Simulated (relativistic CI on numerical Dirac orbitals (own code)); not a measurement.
Method of calculation: Dirac-Coulomb-Breit CI, orbitals from a KLI potential per configuration, model QED, unscaled Slater integrals (own radial code, finite nucleus).

The strongest absorption lines from the ground level of an ion, among the configurations computed and to levels below about 700 eV (vacuum wavelength in nm, gf): 1.7796 (0.83), 1.7938 (0.47), 1.7962 (0.52), 1.8042 (0.4), 1.8053 (0.92), 2.3220 (0.37), 2.3243 (0.48), 5.4967 (1.1).

(1) Which ion is it?
A. Sn23+
B. Xe27+
C. Sn21+
D. Te25+

## Answers

(1) A. Sn23+ has 27 electrons and the ground level 3s²3p⁶3d⁹ ²D5/2; the strongest line goes to 3s²3p⁵3d¹⁰ ²P°3/2. The pattern of lines fixes the number of electrons, and along that sequence the line energies rise steadily with the charge (about as its square where n changes within one kind of shell, about linearly where n is kept but much faster in heavy ions where fine structure, which grows about as Z⁴, sets the gap, and irregularly where shells cross), which fixes Z. Configurations outside the model, such as inner-shell arrays, can give stronger lines. At this charge energies of transitions that change n are usually good to better than 1 %, and those within a shell (Δn = 0) to a few per cent.

LS names give the leading component of a level, which can be under half, so a name can repeat, a term be missing and a line seem to break the LS rules.
